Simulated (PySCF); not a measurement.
## Solvent effects on NMR parameters

Bonds (- single, = double, # triple, : aromatic): C1=C2, C2-Si3, Si3-C4, C4-C5, C5-C6, Si3-Si7, Si7-N8. C1 carries H9, H10; C2 carries H11; Si3 carries H12; C4 carries H13, H14; C5 carries H15, H16; C6 carries H17, H18, H19; Si7 carries H20, H21; N8 carries H22, H23. Stereochemistry as in C=C[Si@@H](CCC)[SiH2]N. H10 is cis to Si3; H14, H16, H21 are pro-R; H13, H15, H20 are pro-S; H9 is trans to Si3.

GIAO PBE0/pcSseg-1 in PySCF 2.14 on one PBE0-D3(BJ)/def2-SVP conformer, non-relativistic, equivalent nuclei averaged. Solvents enter as an IEF-PCM continuum (cyclohexane with ε = 2.0, chloroform with ε = 4.7) around the gas-phase geometry.

In cyclohexane, σ in ppm: C1 38.3, C2 42.1, C5 165.0, C6 168.0, C4 169.2, Si3 388.9, Si7 404.0, N8 264.7, H11 24.70, H10 24.74, H9 24.80, H20 26.13, H21 26.70, H12 26.94. Dipole moment 1.14 D.

Q: How does each σ change in the more polar medium?

A: 
| atoms | environment | Δσ, chloroform |
| --- | --- | --- |
| C1 | terminal =CH2 carbon | -0.5 |
| C2 | alkene CH | +0.1 |
| C5 | sp3 CH2 | +0.1 |
| C6 | methyl carbon | +0.2 |
| C4 | sp3 CH2 bonded to Si | +0.2 |
| Si3 | silicon bonded to 2 C, Si, H | -0.2 |
| Si7 | silicon bonded to N, Si, 2 H | -0.2 |
| N8 | nitrogen bonded to Si, 2 H | +0.7 |
| H11 | hydrogen on an alkene CH | -0.05 |
| H10 | hydrogen on a terminal =CH2 carbon | -0.04 |
| H9 | hydrogen on a terminal =CH2 carbon | -0.06 |
| H20 | hydrogen on a silicon bonded to N, Si | +0.02 |
| H21 | hydrogen on a silicon bonded to N, Si | +0.04 |
| H12 | hydrogen on a silicon bonded to 2 C, Si | +0.06 |

Changes are relative to cyclohexane. The dipole moment becomes 1.25 D in chloroform.

Q: Which nuclei move most (in ppm), and what does the model miss?

A: N8 (nitrogen bonded to Si, 2 H, +0.7 ppm) in chloroform. A continuum only polarises the solute; specific hydrogen bonds, the anisotropy of aromatic solvents and changes of geometry or conformer are outside it.
